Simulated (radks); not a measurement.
Values are calculated unless marked as measured or tabulated.
Question: All-electron atom: Dy XXV in [Kr] 4d6 (the NIST ground configuration). Level of theory: Dirac Kohn-Sham, PBE, spin-unpolarised, spherical densities, point nucleus; open shells are shared between the two j in proportion to 2j + 1 (a radial shooting solver on a logarithmic mesh with Libxc functionals).

Spin-orbit splittings of the eigenvalues, e(l+1/2) - e(l-1/2), with zeta = 2 splitting/(2l+1) and mean radii in bohr:

| shell | occ. | splitting (eV) | zeta (eV) | <r> j=l-1/2 | <r> j=l+1/2 |
|---|---|---|---|---|---|
| 2p | 6 | 800.1 | 533.4 | 0.07438 | 0.08143 |
| 3p | 6 | ? | ? | 0.2227 | 0.2358 |
| 3d | 10 | 36.72 | 14.69 | 0.2082 | 0.2122 |
| 4p | 6 | 45.26 | 30.17 | 0.5000 | 0.5220 |
| 4d | 6 | 9.284 | 3.714 | 0.5234 | 0.5299 |

Estimate the 3p splitting.

Answer: 167.9 eV (zeta = 111.9 eV).
